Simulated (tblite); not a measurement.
Species: C3H5BrOSi.
Numbering: `[O:1]=[C:2]([SiH3:3])/[CH:4]=[CH:5]\[Br:6]` (hydrogens: H7, H8, H9 on Si3; H10 on C4; H11 on C5)

Structure used (GFN2-xTB), in Å, numbered top down from 1:
```
atom  x, y, z in Å
O1    -0.327   -2.139   -0.531
C2    -0.146   -0.970   -0.238
Si3   -1.720    0.137   -0.109
C4     1.244   -0.528   -0.010
C5     1.730    0.671    0.288
Br6    0.749    2.255    0.522
H7    -1.816    0.669    1.249
H8    -2.818   -0.781   -0.386
H9    -1.644    1.185   -1.125
H10    1.965   -1.334   -0.111
H11    2.788    0.837    0.425
```

All values are computed: GFN2-xTB (tblite) harmonic vibrations without scaling, gas phase. This tight-binding method is rough: wavenumbers can miss measured ones by several per cent, in bad cases by 10 to 20. Modes of hydrogen on silicon can be 10 to 20 % off. One conformer, not necessarily the lowest. The optimisation stopped once no atom felt more than 0.01 eV/Å.

Lowest wavenumbers of the output (negative numbers stand for imaginary wavenumbers):
```
mode    cm-1
  1     -32.8
  2     119.6
  3     206.5
  4     238.2
  5     259.7
  6     360.1
  7     418.1
  8     516.7
```

Q: Is this structure a minimum?

A: Not by this Hessian. 1 mode is imaginary beyond 20i (33i cm⁻¹), so at this level the point lies at or near a first-order saddle. The curvature is small, so loose convergence or finite differences may be the whole cause.

Q: Which atoms move in the imaginary mode?

A: 33i: O1 (carbonyl oxygen) 37 %, C5 (alkene CH carbon) 17 %, C4 (alkene CH carbon) 14 %, Si3 (SiH3 silicon) 12 %. These are shares of the mass-weighted motion.

Q: What is the remedy?

A: Step along that mode in both directions, optimise again with tighter thresholds and repeat the frequencies. The zero-point energy of this point (40.6 kcal/mol) counts the 26 real modes alone, and thermal corrections from it aren't those of a minimum.
